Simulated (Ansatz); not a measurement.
Isolated molecules relaxed with PBE0-D4/def2-TZVP in Ansatz; ΔE leaves out vibrations. CBS: MP2 limit from def2 TZ/QZ plus the TZ coupled-cluster correction, frozen cores. Functionals use def2-TZVPP. One conformer a species, not always the lowest.

Consider the ligand exchange at the Si–O bond: `C=C(S)O[SiH3]` + `BN[SiH2][SiH3]` → `BN([SiH3])[SiH2][SiH3]` + `C=C(O)S`.

```json
{"species": "`C=C(S)O[SiH3]`", "r2SCANh energy (Eh)": "-842.66493"}
{"species": "`BN[SiH2][SiH3]`", "r2SCANh energy (Eh)": "-663.37545"}
{"species": "`BN([SiH3])[SiH2][SiH3]`", "r2SCANh energy (Eh)": "-954.06360"}
{"species": "`C=C(O)S`", "r2SCANh energy (Eh)": "-551.96103"}
```

(1) Work out ΔE.

Largest T1 diagnostic among the species: 0.013.

## Answers

(1) ΔE = (-954.06360) + (-551.96103) − (-842.66493) − (-663.37545) = 0.01575 Eh = +41.4 kJ/mol. CCSD(T)/CBS gives +38.4 kJ/mol.

In def2-TZVPP, CCSD(T) changes the Hartree–Fock value by −13.9 kJ/mol (the triples alone add −1.9 kJ/mol) and MP2 by −13.4 kJ/mol. Leaving LDA and LC-ωPBE aside and taking each functional with its dispersion term where it has one, the values, not all of them listed here, spread over 11.0 kJ/mol, from revPBE-D4 to B2PLYP. LDA lies −4.4 kJ/mol from PBE without D4.
